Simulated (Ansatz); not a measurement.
Worked example: C2H6MgN → C2H6N + Mg

Species: C2H6MgN `C[N](C)[Mg]`, doublet; C2H6N `C[N]C`, doublet; Mg atom, singlet. 

Shapes, held fixed at every level: PBE0-D4/def2-TZVP. Programs: Ansatz 0.2.0. The zero-point and thermal change to 298 K, harmonic and unscaled (PBE0-D4/def2-TZVP), is -4.8 kJ/mol.

At CCSD/def2-TZVPP; 1 Eh = 2625.50 kJ/mol:

| species | energy (Eh) |
| --- | --- |
| C2H6MgN | -334.100139 |
| C2H6N | -134.249273 |
| Mg | -199.806633 |

Task: Work out ΔH(298 K) of the reaction at this level.

Result: 
1. Products less reactants: (-134.249273) + (-199.806633) − [(-334.100139)] = 0.044233 Eh = +116.1 kJ/mol.
2. With the thermal change: +116.1 + (-4.8) = +111.3 kJ/mol.

Other levels give +58.7 (HF/def2-TZVPP) to +165.4 kJ/mol (MP2/def2-SVP). No measured value is set beside it here. Open shells run unrestricted unless RO is named. Correlated rows may include outer-core shells of Mg, which these sets cover unevenly.
